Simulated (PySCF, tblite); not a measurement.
Isomers of C8H10FOP. All values are computed: GFN2-xTB (tblite) harmonic vibrations without scaling, gas phase. Against measured fundamentals such values can be off by several per cent, at times by over 20. Modes of hydrogen on phosphorus can be 10 to 20 % off. One conformer each.

Electronic energies: PBE0/pcSseg-1 single points on the GFN2-xTB geometries (PySCF, gas phase).

```tsv
SMILES	electronic energy, lowest = 0 (kJ/mol)
CP(C)(=O)c1ccc(F)cc1	0.0
C=C[P@@]1(=O)C(F)=CC(C)=C1C	219.7
CC[P@H](=O)c1ccccc1F	44.5
C=CC1=C(C)[P@@H](=O)C(C)=C1F	204.6
```

**Question.** How do GFN2-xTB zero-point energies change the relative energies?

**Answer.** 
```csv
SMILES,ZPE (kJ/mol),of it from modes above 1550 cm⁻¹,electronic (kJ/mol),"with ZPE, lowest = 0 (kJ/mol)",lowest mode (cm⁻¹),rings
CP(C)(=O)c1ccc(F)cc1,413.8,201.4,0.0,0.0,43,1
CC[P@H](=O)c1ccccc1F,416.3,196.4,44.5,47.0,45,1
C=CC1=C(C)[P@@H](=O)C(C)=C1F,409.8,206.4,204.6,200.7,56,1
C=C[P@@]1(=O)C(F)=CC(C)=C1C,412.4,211.7,219.7,218.4,59,1
```

The zero-point energies span 6.5 kJ/mol, from `C=CC1=C(C)[P@@H](=O)C(C)=C1F` to `CC[P@H](=O)c1ccccc1F`. The order is unchanged.

**Question.** And how do the electronic energies of GFN2-xTB itself compare?

**Answer.** `CP(C)(=O)c1ccc(F)cc1` 0.0; `CC[P@H](=O)c1ccccc1F` 3.7; `C=CC1=C(C)[P@@H](=O)C(C)=C1F` 143.6; `C=C[P@@]1(=O)C(F)=CC(C)=C1C` 170.0 kJ/mol, lowest = 0. Against the energies above, taken from the same isomer `CP(C)(=O)c1ccc(F)cc1`, the largest difference is 61.0 kJ/mol.

**Question.** What do entropy and thermal enthalpy add at 298.15 K and 1 bar (rigid rotor, harmonic oscillator, one conformer each)?

**Answer.** 
| SMILES | point group | symmetry number | S (J/(mol K)) | H − H(0) (kJ/mol) | ZPE + H − H(0) − TS (kJ/mol) |
| --- | --- | --- | --- | --- | --- |
| CP(C)(=O)c1ccc(F)cc1 | Cs | 1 | 448.5 | 33.69 | 313.8 |
| CC[P@H](=O)c1ccccc1F | C1 | 1 | 443.8 | 32.45 | 316.4 |
| C=CC1=C(C)[P@@H](=O)C(C)=C1F | C1 | 1 | 463.5 | 35.72 | 307.4 |
| C=C[P@@]1(=O)C(F)=CC(C)=C1C | C1 | 1 | 470.5 | 36.43 | 308.6 |
